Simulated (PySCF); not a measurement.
PySCF input for SnHFBr2, SMILES [F][SnH]([Br])[Br], r2SCAN-D4/def2-SVP. Geometry: r2SCAN-D4/def2-SVP. The structure was generated by enumeration; whether it is a known compound was not checked. The def2 effective core potentials stand for the cores of Sn; spin–orbit coupling is left out.

```python
import numpy as np
from pyscf import gto, scf, dft, df
from pyscf.hessian import thermo

mol = gto.M(
    atom='''
    Sn    0.31492042   -0.62752168   -0.00000000
    F    -1.01703117   -2.02641271   -0.00000001
    Br   -0.12064739    0.72818259   -2.01966651
    Br   -0.12064739    0.72818259    2.01966652
    H     1.85257710   -1.35898327    0.00000000
    ''',
    basis='def2-SVP',
    ecp={'Sn': 'def2-svp'},
    charge=0,
    spin=0,
    max_memory=1600,
    verbose=3,
)
mf = dft.RKS(mol, xc='r2scan').density_fit(auxbasis='def2-universal-jkfit')
mf.disp = 'd4'
mf.grids.level = 4
mf.conv_tol = 1e-11
mf.max_cycle = 100
mf.kernel()

# [left out here: the lines that compute and print the analytic Hessian (its translational invariance restored by hand, since the grid's response is missing), thermochemistry and intensities]
```

Output:

```
converged SCF energy = -5462.48511305011

WARN: MGGA Hessian is sensitive to dft grids. grids.level 4 may not be dense enough.


WARN: DFTD4 does not support analytical Hessian, using finite difference.


WARN: Mole.unit (angstrom) is changed to Bohr

Mode                                 0                   1                   2
Irrep
Freq [cm^-1]                       73.3330            133.5103            134.6738
Reduced mass [au]                  62.6108             19.4808             24.9811
Force const [Dyne/A]                0.1984              0.2046              0.2669
Char temp [K]                     105.5099            192.0916            193.7656
Normal mode                   x     y     z       x     y     z       x     y     z
       0  Sn                -0.01  0.04  0.00    0.00 -0.00 -0.02    0.05 -0.00  0.00
       1   F                -0.01  0.05  0.00   -0.00  0.00  0.21   -0.10  0.14 -0.00
       2  Br                 0.01 -0.04 -0.06    0.01  0.02 -0.01   -0.02 -0.01  0.02
       3  Br                 0.01 -0.04  0.06   -0.01 -0.02 -0.01   -0.02 -0.01 -0.02
       4   H                -0.00  0.05 -0.00    0.00 -0.00 -0.08    0.01 -0.08  0.00
Mode                                 3                   4                   5
Irrep
Freq [cm^-1]                      255.0334            282.4053            535.4533
Reduced mass [au]                  63.6081             80.2368              1.0272
Force const [Dyne/A]                2.4376              3.7702              0.1735
Char temp [K]                     366.9363            406.3183            770.3981
Normal mode                   x     y     z       x     y     z       x     y     z
       0  Sn                -0.02  0.05  0.00   -0.00  0.00 -0.06    0.00  0.00  0.01
       1   F                 0.02  0.01 -0.00    0.00  0.00  0.01    0.00 -0.00 -0.01
       2  Br                 0.01 -0.04  0.05    0.01 -0.03  0.05    0.00 -0.00  0.00
       3  Br                 0.01 -0.04 -0.05   -0.01  0.03  0.05   -0.00  0.00  0.00
       4   H                -0.01  0.06  0.00   -0.00  0.00 -0.04   -0.00 -0.00 -0.99
Mode                                 6                   7                   8
Irrep
Freq [cm^-1]                      549.1493            640.9719           1953.7730
Reduced mass [au]                   1.0508             18.3581              1.0163
Force const [Dyne/A]                0.1867              4.4438              2.2856
Char temp [K]                     790.1036            922.2158           2811.0444
Normal mode                   x     y     z       x     y     z       x     y     z
       0  Sn                 0.00  0.01 -0.00    0.02  0.02 -0.00    0.01 -0.00  0.00
       1   F                 0.01 -0.03  0.00   -0.15 -0.15  0.00    0.00 -0.00  0.00
       2  Br                -0.00 -0.00 -0.00    0.00 -0.00  0.00    0.00  0.00 -0.00
       3  Br                -0.00 -0.00  0.00    0.00 -0.00 -0.00    0.00  0.00  0.00
       4   H                -0.42 -0.88  0.00    0.05  0.08 -0.00   -0.90  0.42 -0.00
temperature 298.1500 [K]
pressure 101325.00 [Pa]
Rotational constants [GHz] 2.03327 0.73342 0.58546
Symmetry number 1
Zero-point energy (ZPE) 0.01038 [Eh]   27264.709 [J/mol]
                           tot       elec      trans        rot        vib
Entropy [J/mol/K]       367.451      0.000    179.820    126.726     60.904
Cv [J/mol/K]             77.408      0.000     12.472     12.472     52.465
Cp [J/mol/K]             85.723      0.000     20.786     12.472     52.465
Internal energy [J/mol]                      3718.434   3718.434  36665.897
Internal energy [Eh]   -5462.46832  -5462.48511
Enthalpy [J/mol]                             6197.391   3718.434  36665.897
Enthalpy [Eh]          -5462.46737
Gibbs free energy [J/mol]                  -47415.982 -34065.071  18507.244
Gibbs free energy [Eh] -5462.50910
static polarisability / bohr^3: [[49.312 -5.783 -0.   ]
 [-5.783 58.867  0.   ]
 [-0.     0.    82.772]]
largest difference of analytic and finite-field dipole derivatives / e: 0.0013236822724502773
mode   freq/cm-1   IR/(km/mol)   Raman/(A^4/amu)   depolarisation
   1       73.33         1.062             2.987            0.696
   2      133.51         8.201             1.496            0.750
   3      134.67        12.436             1.588            0.634
   4      255.03        14.629            11.500            0.095
   5      282.41        54.351             2.943            0.750
   6      535.45       108.249            24.233            0.750
   7      549.15        59.112            22.121            0.634
   8      640.97        47.880             7.338            0.164
   9     1953.77        73.576           291.652            0.203
max |gradient| / (hartree/bohr): 0.00019920528263179344
APT charges: [ 1.8284 -0.6196 -0.4735 -0.4735 -0.2586]
```

The run converged.

Cost: very roughly 8 core-minutes.
